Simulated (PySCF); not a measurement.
Species: C₄H₃F₆NO₂.
Atom-mapped SMILES: `[CH3:1][N:2]=[C:3]([O:4][C:5]([F:6])([F:7])[F:8])[O:9][C:10]([F:11])([F:12])[F:13]` (hydrogens: H14, H15, H16 on C1)

The same species was optimised twice, with GFN2-xTB and with PBE0-D3(BJ)/def2-SVP (PySCF), and the same property calculations (PySCF, gas phase) were run on both structures.

| coordinate | GFN2-xTB | PBE0-D3(BJ)/def2-SVP | change |
| --- | --- | --- | --- |
| O9–C10 (Å) | 1.340 | 1.368 | +0.028 |
| O4–C5 (Å) | 1.348 | 1.373 | +0.025 |
| C3–O9 (Å) | 1.387 | 1.362 | -0.025 |
| C3–O4 (Å) | 1.369 | 1.354 | -0.015 |
| C5–F8 (Å) | 1.328 | 1.318 | -0.010 |
| C10–F12 (Å) | 1.332 | 1.321 | -0.011 |
| C5–F7 (Å) | 1.328 | 1.318 | -0.010 |
| C10–F13 (Å) | 1.332 | 1.322 | -0.010 |
| C10–F11 (Å) | 1.326 | 1.317 | -0.009 |
| N2=C3 (Å) | 1.233 | 1.241 | +0.008 |
| C5–F6 (Å) | 1.322 | 1.317 | -0.005 |
| C1–N2 (Å) | 1.436 | 1.438 | +0.002 |
| C3–O9–C10 (°) | 121.0 | 124.4 | +3.4 |
| C1–N2–C3 (°) | 123.8 | 121.3 | -2.5 |
| F7–C5–F8 (°) | 107.3 | 109.4 | +2.1 |
| O4–C5–F6 (°) | 107.8 | 105.9 | -1.9 |
| C3–O4–C5 (°) | 118.0 | 119.9 | +1.9 |
| O9–C10–F11 (°) | 107.9 | 106.2 | -1.7 |
| F11–C10–F13 (°) | 107.3 | 109.0 | +1.7 |
| F12–C10–F13 (°) | 107.2 | 108.8 | +1.6 |
| N2–C3–O4–C5 (°) | 0 | -3 | -3 |
| C3–O4–C5–F6 (°) | 180 | -179 | +1 |
| N2–C3–O9–C10 (°) | 180 | -179 | +1 |
| C3–O9–C10–F11 (°) | 180 | 179 | -1 |

Rotational constants: A = 1159, B = 578.3, C = 446.2 MHz (GFN2-xTB) against A = 1155, B = 572.2, C = 442.6 MHz (PBE0-D3(BJ)/def2-SVP). Atoms that the bonding makes alike are paired by their places after alignment.

On the GFN2-xTB structure: HOMO (eV) -8.71 [PBE0/pcSseg-1]; LUMO (eV) -0.32 [PBE0/pcSseg-1]; dipole (D) 2.28 [PBE0/pcSseg-1]; GIAO shielding of C1 (ppm) 154.0 [PBE0/pcSseg-1]; GIAO shielding of N2 (ppm) 44.5 [PBE0/pcSseg-1]; GIAO shielding of C3 (ppm) 48.6 [PBE0/pcSseg-1]; GIAO shielding of O4 (ppm) 139.8 [PBE0/pcSseg-1]; GIAO shielding of C5 (ppm) 58.6 [PBE0/pcSseg-1]; GIAO shielding of F6/F7/F8 (mean) (ppm) 244.6 [PBE0/pcSseg-1]; GIAO shielding of O9 (ppm) 140.0 [PBE0/pcSseg-1]; GIAO shielding of C10 (ppm) 58.5 [PBE0/pcSseg-1].

Problem. What do these properties become on the PBE0-D3(BJ)/def2-SVP structure?

Solution. 
```json
{"property": "HOMO (eV)", "level": "PBE0/pcSseg-1", "on GFN2-xTB": "-8.71", "on PBE0-D3(BJ)/def2-SVP": "-8.52", "change": "+0.19"}
{"property": "LUMO (eV)", "level": "PBE0/pcSseg-1", "on GFN2-xTB": "-0.32", "on PBE0-D3(BJ)/def2-SVP": "-0.05", "change": "+0.27"}
{"property": "dipole (D)", "level": "PBE0/pcSseg-1", "on GFN2-xTB": "2.28", "on PBE0-D3(BJ)/def2-SVP": "1.66", "change": "-0.62"}
{"property": "energy, GFN2-xTB geometry as zero (kcal/mol)", "level": "PBE0/pcSseg-1", "on GFN2-xTB": "0.0", "on PBE0-D3(BJ)/def2-SVP": "-2.1", "change": "-2.1"}
{"property": "GIAO shielding of C1 (ppm)", "level": "PBE0/pcSseg-1", "on GFN2-xTB": "154.0", "on PBE0-D3(BJ)/def2-SVP": "152.1", "change": "-1.9"}
{"property": "GIAO shielding of N2 (ppm)", "level": "PBE0/pcSseg-1", "on GFN2-xTB": "44.5", "on PBE0-D3(BJ)/def2-SVP": "53.0", "change": "+8.5"}
{"property": "GIAO shielding of C3 (ppm)", "level": "PBE0/pcSseg-1", "on GFN2-xTB": "48.6", "on PBE0-D3(BJ)/def2-SVP": "46.6", "change": "-2.0"}
{"property": "GIAO shielding of O4 (ppm)", "level": "PBE0/pcSseg-1", "on GFN2-xTB": "139.8", "on PBE0-D3(BJ)/def2-SVP": "137.1", "change": "-2.7"}
{"property": "GIAO shielding of C5 (ppm)", "level": "PBE0/pcSseg-1", "on GFN2-xTB": "58.6", "on PBE0-D3(BJ)/def2-SVP": "59.0", "change": "+0.4"}
{"property": "GIAO shielding of F6/F7/F8 (mean) (ppm)", "level": "PBE0/pcSseg-1", "on GFN2-xTB": "244.6", "on PBE0-D3(BJ)/def2-SVP": "248.6", "change": "+4.0"}
{"property": "GIAO shielding of O9 (ppm)", "level": "PBE0/pcSseg-1", "on GFN2-xTB": "140.0", "on PBE0-D3(BJ)/def2-SVP": "136.2", "change": "-3.8"}
{"property": "GIAO shielding of C10 (ppm)", "level": "PBE0/pcSseg-1", "on GFN2-xTB": "58.5", "on PBE0-D3(BJ)/def2-SVP": "59.3", "change": "+0.8"}
```

The heavy atoms differ by 0.055 Å rms after alignment (one structure mirrored). Among bonds between heavy atoms O9–C10 changes most (+0.028 Å). Changes are differences of the printed values. Neither structure is proved a minimum here.

Conformer computed: `[CH3:1][N:2]=[C:3]([O:4][C:5]([F:6])([F:7])[F:8])[O:9][C:10]([F:11])([F:12])[F:13]`: N2–C3–O4–C5 -3°, C3–O4–C5–F6 -179°, N2–C3–O9–C10 -179°, C3–O9–C10–F11 179°.
